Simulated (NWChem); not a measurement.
Molecule: CdSiH4; SMILES [CdH][SiH3]

```xyz
6

Cd    -0.3428    -0.5811    -0.0095
H     -0.4974    -2.2684    -0.0146
Si    -0.1125     1.9276    -0.0019
H      1.0412     2.3827     0.8419
H     -1.3386     2.6024     0.5380
H      0.1144     2.4756    -1.3796
```
Atoms are numbered in this order, from 1.

Level: PBE0/def2-SVP with def2 effective core potentials on Cd (NWChem), optimised geometry, unscaled harmonic frequencies. def2 effective core potentials on Cd; no spin-orbit coupling.

```
frequency (cm⁻¹)  IR intensity (km/mol)
----------------  ---------------------
295                                 3.9
351                                55.2
352                                55.4
489                                18.1
489                                17.9
853                               281.2
939                                39.7
940                                39.7
1784                              356.9
2198                               71.9
2206                               97.5
2207                               97.5
```

| Property | Value |
|---|---|
| zero-point energy | 18.7 kcal/mol |
| thermal correction to the enthalpy at 298.15 K (with zero-point energy) | 22.2 kcal/mol |
| heat capacity Cv | 14.8 cal/(mol K) |
| entropy at 298.15 K and 1 atm (symmetry number 3) | 67.7 cal/(mol K) |

Rigid rotor and harmonic oscillator.
